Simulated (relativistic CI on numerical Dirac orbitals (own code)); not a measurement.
# Forbidden lines of Hf⁵³⁺

Computed by Dirac-Coulomb-Breit CI, separate exchange-only KLI orbitals for each configuration, model QED, unscaled Slater integrals (own radial code, finite nucleus).

Configuration list (outside the closed core [Ne]): 3s2.3p6.3d, 3s2.3p5.3d2, 3s.3p6.3d2, 3s2.3p6.4s, 3s2.3p6.4p, 3s2.3p6.4d, 3s2.3p5.3d.4s, 3s2.3p6.4f, 3s2.3p5.3d.4p, 3p6.3d3, 3p5.3d4, 3p5.3d3.4s. Double excitations out of closed p, d and f shells are left out; levels of such configurations are missing from the list, as are those of other unlisted configurations, and high levels can miss mixing partners. These lack a partner that the ground configuration has and come out too high: 3s2.3p5.3d.4p.

```
λ vac (Å)                      Lower                     Upper  Type   A (s⁻¹)  log gf
   14.212     3s.3p6.3d2 2G_7/2 [56]       3p6.3d3 2D_3/2 [79]    E2  4.94e+08   -4.22
   14.410     3s.3p6.3d2 2F_7/2 [61]       3p6.3d3 2D_5/2 [82]    E2  6.40e+08   -3.92
   14.455     3s.3p6.3d2 4P_1/2 [50]       3p6.3d3 2D_5/2 [70]    E2  3.42e+08   -4.19
   14.471     3s.3p6.3d2 4F_7/2 [51]       3p6.3d3 4F_9/2 [72]    E2  2.87e+08   -4.05
   14.472     3s.3p6.3d2 4P_3/2 [53]       3p6.3d3 2D_5/2 [76]    E2  3.60e+08   -4.17
   14.509     3s.3p6.3d2 2P_3/2 [62]       3p6.3d3 2D_5/2 [82]    E2  3.12e+08   -4.23
   14.543     3s.3p6.3d2 4F_9/2 [59]       3p6.3d3 2G_9/2 [80]    E2  4.30e+08   -3.86
   14.545     3s.3p6.3d2 4F_7/2 [51]       3p6.3d3 4F_7/2 [71]    E2  2.39e+08   -4.22
   14.562     3s.3p6.3d2 4F_5/2 [49]       3p6.3d3 2H_9/2 [67]    E2  3.40e+08   -3.97
   14.578     3s.3p6.3d2 2G_9/2 [54]      3p6.3d3 2H_11/2 [74]    E2  4.03e+08   -3.81
   14.578     3s.3p6.3d2 4F_3/2 [48]       3p6.3d3 4F_5/2 [65]    E2  2.80e+08   -4.27
   14.634     3s.3p6.3d2 4F_5/2 [52]       3p6.3d3 4F_7/2 [71]    E2  3.40e+08   -4.06
   14.698     3s.3p6.3d2 2F_5/2 [55]       3p6.3d3 4P_3/2 [73]    E2  4.21e+08   -4.26
   14.740     3s.3p6.3d2 2G_7/2 [56]      3p6.3d3 2H_11/2 [74]    E2  2.83e+08   -3.96
   14.741     3s.3p6.3d2 2D_5/2 [60]       3p6.3d3 2G_9/2 [80]    E2  2.76e+08   -4.05
   14.742     3s.3p6.3d2 2G_9/2 [54]       3p6.3d3 4F_9/2 [72]    E2  1.81e+08   -4.23
   14.807     3s.3p6.3d2 2F_5/2 [55]       3p6.3d3 4F_9/2 [72]    E2  3.53e+08   -3.94
   14.854     3s.3p6.3d2 2F_7/2 [61]       3p6.3d3 2G_9/2 [80]    E2  6.10e+08   -3.69
   15.396     3s.3p6.3d2 2G_9/2 [54]       3p6.3d3 2D_5/2 [70]    E2  2.91e+08   -4.21
   15.603     3s.3p6.3d2 4F_9/2 [59]      3p6.3d3 2H_11/2 [74]    E2  1.82e+08   -4.10
   15.789     3s.3p6.3d2 4F_7/2 [51]       3p6.3d3 4F_5/2 [65]    E2  3.17e+08   -4.15
   15.791     3s.3p6.3d2 4F_9/2 [59]       3p6.3d3 4F_9/2 [72]    E2  1.55e+08   -4.24
   15.822     3s.3p6.3d2 4F_5/2 [49]       3p6.3d3 4F_3/2 [64]    E2  5.82e+08   -4.06
   15.906     3s.3p6.3d2 2G_9/2 [54]       3p6.3d3 2H_9/2 [67]    E2  2.35e+08   -4.05
   15.961     3s.3p6.3d2 2F_7/2 [61]      3p6.3d3 2H_11/2 [74]    E2  2.20e+08   -4.00
   16.099     3s.3p6.3d2 2G_7/2 [56]       3p6.3d3 2H_9/2 [67]    E2  1.95e+08   -4.12
   40.040  3s2.3p5.3d2 4G°_11/2 [23]  3s2.3p5.3d2 2G°_9/2 [44]    M1  1.53e+08   -3.43
   40.815  3s2.3p5.3d2 2H°_11/2 [13]  3s2.3p5.3d2 2H°_9/2 [39]    M1  1.48e+08   -3.43
   40.861   3s2.3p5.3d2 2F°_7/2 [26]  3s2.3p5.3d2 2F°_5/2 [46]    M1  1.50e+08   -3.65
   43.236   3s2.3p5.3d2 2G°_9/2 [18]  3s2.3p5.3d2 2H°_9/2 [39]    M1  6.60e+07   -3.73
```

Terms are leading LS components. Brackets give the number of a level in order of energy, since labels repeat. The list gives strong lines, with weight on those to low levels, among the lowest 200 of 570 levels, so that lines to higher ones, which can be the strongest, are missing. Levels whose partners in the same complex of configurations lie outside the list can be far off, and so can their lines. Rates are taken at the computed energies, electric ones in the length gauge.

At this charge energies of transitions that change n are usually good to better than 1 %, and those within a shell (Δn = 0) to a few per cent.

LS names give the leading component of a level, which can be under half, so a name can repeat, a term be missing and a line seem to break the LS rules.
